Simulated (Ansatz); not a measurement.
**Two structures, one formula**

The two ends of one reaction step of SiNH₃F₄, closed shell (PBE0-D4/def2-TZVP).

A:

```
9
angstrom
Si -0.7389 0.8158 0.1244
F 0.5070 -2.4979 -0.8796
F -1.1527 0.9513 -1.3810
F -1.8109 0.0015 0.9267
F -0.7035 2.2669 0.7318
H 0.5617 -1.6323 -0.5093
N 0.7458 -0.0158 0.2054
H 1.0858 -0.2478 1.1300
H 1.5057 0.3583 -0.3485
```

B:

```csv
atom,x (Å),y (Å),z (Å)
Si1,-0.8224,0.2242,-0.3821
F2,-0.2755,-0.6688,-1.5887
F3,-2.2310,0.6084,-1.0367
F4,-1.3960,-0.5158,0.9124
F5,-0.2616,1.7115,-0.2218
H6,1.0961,-1.2812,0.5697
N7,1.0106,-0.2755,0.4695
H8,1.1046,0.1446,1.3878
H9,1.7754,0.0525,-0.1102
```

Ansatz 0.2.0; basis: def2-TZVPP; cores frozen in the correlated methods. B3LYP uses VWN-RPA correlation.

Question: Which structure is lower at CCSD(T), and by how much? (Judge from chemistry; the value comes from the calculation.)

Answer: The calculation gives: B, by 20.22 kcal/mol (electronic energy, against the other). By their contacts, A is a complex of SiNH₂F₃ ([NH2][Si]([F])([F])[F]) + HF and B is SiNH₃F₄ ([NH3][Si]([F])([F])([F])[F]).

All methods give the same order:

| method | E(B) − E(A) (kcal/mol) |
| --- | --- |
| SPW92 | -22.42 |
| PBE-D4 | -18.32 |
| BLYP-D4 | -17.05 |
| r2SCAN-D4 | -21.95 |
| B97M-V | -22.24 |
| PBE0-D4 | -19.48 |
| B3LYP-D4 | -18.44 |
| r2SCAN0-D4 | -22.02 |
| BHLYP-D4 | -20.34 |
| CAM-B3LYP-D4 | -20.18 |
| wB97X-V | -21.08 |
| wB97M-V | -21.28 |
| B2PLYP | -19.32 |
| PBE-QIDH | -20.60 |
| RPA on PBE | -20.17 |
| HF | -19.26 |
| MP2 | -19.63 |
| CCSD | -20.21 |
| CCSD(T) | -20.22 |

The T1 diagnostic stays at or below 0.011.

Labels in which every atom is bracketed show which atoms are joined, not bond orders.

For scale, one of the runs: CCSD(T)/def2-TZVPP, 239 basis functions, launched by `ansatz run in.yaml --threads 8 --pin off --events-out ev --progress --plain --max-ram 19148MiB`. Time: 2.2 min of wall clock on 8 CPU threads of an Arm Neoverse V2; the host was shared. Peak host memory: 5.1 GiB.
